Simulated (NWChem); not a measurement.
Everything below was run with NWChem. System: SSn, charge 0, spin multiplicity 1, at a geometry optimised with PBE0/def2-SVP with def2 effective core potentials on Sn. The structure started from a generated list of species. Level: G0W0@CAM-B3LYP/def2-TZVP with def2 effective core potentials on Sn, RI basis def2-tzvp-rifit, no spin-orbit coupling.

Input file:

```
start mol
memory heap 200 mb stack 700 mb global 1700 mb
geometry units angstroms nocenter noautoz
  Sn     0.000000     0.000000     0.538800
  S      0.000000     0.000000    -1.683750
  symmetry group C2v
end
basis spherical
  * library def2-tzvp
end
ecp
  Sn library def2-ecp
end
basis "ri basis" bse spherical
  * library def2-tzvp-rifit
end
dft
  xc xcamb88 1.00 lyp 0.81 vwn_5 0.19 hfexch 1.00
  cam 0.33 cam_alpha 0.19 cam_beta 0.46
  direct
  iterations 100
  tolerances tight
end
task dft energy
gw
  states alpha occ 4 vir 2
end
task dft gw
```

Part of the output:

```
             Northwest Computational Chemistry Package (NWChem) 7.3.0
             --------------------------------------------------------

                                NWChem Input Module
                                -------------------

 Scaling coordinates for geometry "geometry" by  1.889725989
 (inverse scale =  0.529177249)

 Turning off AUTOSYM since
 SYMMETRY directive was detected!

                             Geometry "geometry" -> ""
                             -------------------------

 Output coordinates in angstroms (scale by  1.889725989 to convert to a.u.)

  No.       Tag          Charge          X              Y              Z
 ---- ---------------- ---------- -------------- -------------- --------------
    1 Sn                  50.0000     0.00000000     0.00000000     0.53880000
    2 S                   16.0000     0.00000000     0.00000000    -1.68375000

 Effective nuclear repulsion energy (a.u.)     190.4757144720

            Nuclear Dipole moment (a.u.)
            ----------------------------
        X                 Y               Z
 ---------------- ---------------- ----------------
     0.0000000000     0.0000000000    -0.0000000000

      Symmetry information
      --------------------

 Group name             C2v
 Group number             16
 Group order               4
 No. of unique centers     2

      Symmetry unique atoms

     1    2


 Summary of "ao basis" -> "" (spherical)
 ------------------------------------------------------------------------------
       Tag                 Description            Shells   Functions and Types
 ---------------- ------------------------------  ------  ---------------------
 *                         def2-tzvp                  on all atoms

 Summary of "ri basis" -> "" (spherical)
 ------------------------------------------------------------------------------
       Tag                 Description            Shells   Functions and Types
 ---------------- ------------------------------  ------  ---------------------
 *                      def2-tzvp-rifit               on all atoms
[...]
     Multipole analysis of the density
     ---------------------------------

     L   x y z        total         alpha         beta         nuclear
     -   - - -        -----         -----         ----         -------
     0   0 0 0     -0.000000    -19.000000    -19.000000     38.000000

     1   1 0 0     -0.000000     -0.000000     -0.000000      0.000000
     1   0 1 0     -0.000000     -0.000000     -0.000000      0.000000
     1   0 0 1      1.445921     14.977541     14.977541    -28.509162

     2   2 0 0    -27.003383    -13.501692    -13.501692      0.000000
     2   1 1 0     -0.000000     -0.000000     -0.000000      0.000000
     2   1 0 1     -0.000000     -0.000000     -0.000000      0.000000
     2   0 2 0    -27.003383    -13.501692    -13.501692      0.000000
     2   0 1 1     -0.000000     -0.000000     -0.000000      0.000000
     2   0 0 2    -31.270307   -108.030987   -108.030987    184.791667

 Task  times  cpu:       36.5s     wall:       36.5s

                                NWChem Input Module
                                -------------------

                                 NWChem GW Module
                                 ----------------

                             ***********************
                             ***        GW       ***
                             ***********************

 Summary of "ri basis" -> "ri basis" (spherical)
 ------------------------------------------------------------------------------
       Tag                 Description            Shells   Functions and Types
 ---------------- ------------------------------  ------  ---------------------
 Sn                     def2-tzvp-rifit             38      184   9s8p8d6f4g3h
 S                      def2-tzvp-rifit             29      113   9s7p6d5f2g

  int_init: cando_txs set to always be  F
  int_init: cando_txs set to always be  F

                 Memory Information
                 ------------------
          Available GA per process is          1699.9 MBs
          Available stack per process is        700.0 MBs
          Available heap per process is           0.1 MBs

          Peak memory in Initialization
              Peak GA per process is                  4.8 MBs
              Peak stack per process is               0.1 MBs
              Peak heap per process is                5.2 MBs
              Memory not in MA per process            0.0 MBs

          Peak memory in AFF Calculation
              Peak GA per process is                 19.7 MBs
              Peak stack per process is              12.7 MBs
              Peak heap per process is                0.0 MBs
              Memory not in MA per process           12.7 MBs

          Computing 2-center integrals
          Computing Inverse Cholesky factor
          Computing 3-center integrals
          Computing V_xc ...

          Computing Sigma_x
          Computing RPA polarizability
          Solving quasiparticle equations

                  Alpha Orbitals
          State     Energy (eV)     Error (eV)
          -----------------------------------
@GW        16        -13.838           0.003
@GW        17         -9.396           0.002
@GW        18         -9.132           0.002
@GW        19         -9.129           0.005
@GW        20         -0.511           0.002
@GW        21         -0.511           0.002

   Applying  -0.6771 eV scissor-shift to rest of particle states

   Applying   1.0993 eV scissor-shift to rest of hole states

     GW Timing Statistics
   ------------------------
   Init.   :          0.1s
     ERIs  :          0.5s
     Distr.:          0.0s
     Vxc   :          2.1s
   Sigma_x :          0.0s
   RPA     :          0.5s
   Wmn     :          0.0s
   Sigma_c :          0.0s
   GW total:          3.2s

 Task  times  cpu:        3.2s     wall:        3.2s

 Total times  cpu:       39.8s     wall:       39.8s
```
